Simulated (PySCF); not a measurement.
All of these have the formula C6H8FP. The calculation used PySCF 2.14.0, density-fitted response routines, TDDFT CAM-B3LYP/def2-SVPD, vertical, gas phase, core orbitals frozen in the response. Geometries: GFN2-xTB; one conformer of each isolated species. Triplets are in the Tamm–Dancoff approximation.

A. `CCp1cccc1F`
B. `F/C=P/C1=CCCC1`
C. `C=CC1=C(F)CCP1`

Lowest singlet levels (six at most, fewer where fewer were computed) with oscillator strengths:

1. 4.83 eV (f 0.318); 4.97 eV (f 0.020); 6.02 eV (f 0.010); 6.15 eV (f 0.021); 6.42 eV (f 0.008); 6.47 eV (f 0.129); T1 2.46 eV
2. 5.38 eV (f 0.305); 5.89 eV (f 0.092); 5.94 eV (f 0.033); 6.04 eV (f 0.094); 6.71 eV (f 0.047); 6.85 eV (f 0.036); T1 3.15 eV
3. 4.47 eV (f 0.031); 4.97 eV (f 0.109); 6.23 eV (f 0.009); 6.59 eV (f 0.001); 6.62 eV (f 0.001); 6.76 eV (f 0.023); T1 2.83 eV

**Question.** Match each spectrum to its molecule.

**Answer.** 1 = B, 2 = C, 3 = A.
- A: S1 at 4.47 eV, HOMO→LUMO (96%); Löwdin shares by element: HOMO carbon 80% or more (atoms not listed hold the other 20%); LUMO carbon 48% or more, phosphorus 15% (atoms not listed hold the other 37%); HOMO -7.86 and LUMO -0.27 eV.
- B: S1 at 4.83 eV, HOMO→LUMO (93%); Löwdin shares by element: HOMO carbon 56% or more, phosphorus 19% (atoms not listed hold the other 24%); LUMO carbon 52% or more, phosphorus 32% (atoms not listed hold the other 16%); HOMO -7.80 and LUMO -0.53 eV.
- C: S1 at 5.38 eV, HOMO→LUMO (87%), HOMO-1→LUMO (9%); Löwdin shares by element: HOMO carbon 55% or more, phosphorus 11% (atoms not listed hold the other 34%); LUMO carbon 75% or more (atoms not listed hold the other 25%); HOMO -7.70 and LUMO 0.23 eV.
